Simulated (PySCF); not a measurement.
Compound: C2H3FSe.
Geometry (PBE0-D3(BJ)/def2-SVP, Å), atoms numbered from 1 in this order:
```xyz
7
C2H3FSe angstrom
C     -0.6777   -0.1047   -0.1232
C      0.7638    0.1127    0.1529
F      1.2270   -0.8061    0.9875
Se     1.8167    1.3572   -0.4901
H     -1.2241   -0.2092    0.8284
H     -0.8012   -1.0566   -0.6679
H     -1.0979    0.7127   -0.7172
```

Computed with TDDFT PBE0/def2-SVPD, vertical, gas phase, core orbitals frozen in the response in PySCF. Relativistic effects, spin–orbit coupling among them, are left out although an element past zinc is present.

Transition dipole moments from the ground state, in atomic units and in the frame of the coordinates above (overall signs are arbitrary), for the states with f of 0.002 or more among the lowest 9:

```json
{"state": "S2", "E (eV)": "5.280", "μx": "-0.883", "μy": "-0.837", "μz": "0.364"}
{"state": "S3", "E (eV)": "6.051", "μx": "0.495", "μy": "-0.349", "μz": "0.407"}
{"state": "S5", "E (eV)": "6.295", "μx": "-0.194", "μy": "0.016", "μz": "-0.070"}
{"state": "S6", "E (eV)": "7.197", "μx": "-0.056", "μy": "0.454", "μz": "-0.362"}
{"state": "S7", "E (eV)": "7.227", "μx": "-0.028", "μy": "0.044", "μz": "-0.115"}
{"state": "S8", "E (eV)": "7.248", "μx": "-0.117", "μy": "0.285", "μz": "0.348"}
{"state": "S9", "E (eV)": "7.312", "μx": "0.378", "μy": "0.083", "μz": "0.055"}
```

(1) What oscillator strength does each state have?

(2) Which bond between heavy atoms lies closest to the direction of the S2 transition dipole?

(3) What angle do the transition dipoles of S2 and S3 make?

(4) How is the summed strength of these states shared among x, y and z?

(5) What peak molar absorption coefficient would the strongest computed level give as a lone Gaussian band 0.3 eV wide at half height?

## Answers

(1) f = (2/3) ΔE |μ|² with ΔE in hartree (27.2114 eV).

| state | \|μ\|² (au) | \|μ\| (D) | f |
| --- | --- | --- | --- |
| S2 | 1.614 | 3.23 | 0.209 |
| S3 | 0.532 | 1.85 | 0.079 |
| S5 | 0.043 | 0.53 | 0.007 |
| S6 | 0.340 | 1.48 | 0.060 |
| S7 | 0.016 | 0.32 | 0.003 |
| S8 | 0.216 | 1.18 | 0.038 |
| S9 | 0.153 | 0.99 | 0.027 |

(2) C2–Se4, at 8° from it; next C1–C2 at 44°.

(3) |cos θ| = |μa·μb| / (|μa| |μb|) = 0.00, so θ ≈ 90° (taken between 0 and 90°, since the signs are arbitrary).

(4) (2/3) Σ ΔE μα² gives 0.172 for x, 0.161 for y and 0.090 for z, 0.423 in all.

(5) ε(max) = 2.175×10⁸ f / FWHM, with the width in cm⁻¹. S2: 2.175×10⁸ × 0.2088 / 2420 ≈ 19000 L mol⁻¹ cm⁻¹.

The vertical ionisation energy (ΔSCF) is 9.01 eV, 1.70 eV above S9.
